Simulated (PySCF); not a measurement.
Geometries of 2 isomers of C4H5F3O, from PySCF 2.14.0, PBE0-D3(BJ)/def2-SVP geometry optimisation, gas phase. One conformer each, no zero-point energy, no frequencies.

Task: Which is lower in electronic energy at this level?
A.
```xyz
13
angstrom
C      1.462    0.402    0.741
C      0.824   -0.776    0.058
O      1.286   -1.887    0.119
C     -0.429   -0.540   -0.782
C     -1.479    0.361   -0.186
F     -1.804   -0.018    1.055
F     -2.594    0.344   -0.919
F     -1.070    1.635   -0.117
H      0.809    0.762    1.551
H      1.595    1.244    0.045
H      2.427    0.092    1.161
H     -0.881   -1.520   -0.983
H     -0.129   -0.101   -1.747
```
B.
```xyz
13
angstrom
C     -1.901   -0.027   -0.253
C     -0.584   -0.298    0.444
C      0.593    0.298   -0.272
O      0.546    0.880   -1.320
C      1.955    0.123    0.440
F      2.949    0.614   -0.272
F      2.188   -1.175    0.665
F      1.930    0.743    1.625
H     -1.892   -0.422   -1.278
H     -2.096    1.053   -0.322
H     -2.734   -0.493    0.292
H     -0.571    0.087    1.479
H     -0.383   -1.379    0.546
```

Result: A. That is 4,4,4-trifluorobutan-2-one, `CC(=O)CC(F)(F)F`, 6.9 kcal/mol below the other.

| SMILES | atoms numbered as above | E (Eh) | relative (kcal/mol) | relative (kJ/mol) | dipole (D) |
| --- | --- | --- | --- | --- | --- |
| CC(=O)CC(F)(F)F | [CH3:1][C:2](=[O:3])[CH2:4][C:5]([F:6])([F:7])[F:8] | -529.26864 | 0.0 | 0.0 | 1.69 |
| CCC(=O)C(F)(F)F | [CH3:1][CH2:2][C:3](=[O:4])[C:5]([F:6])([F:7])[F:8] | -529.25767 | 6.9 | 28.8 | 2.52 |
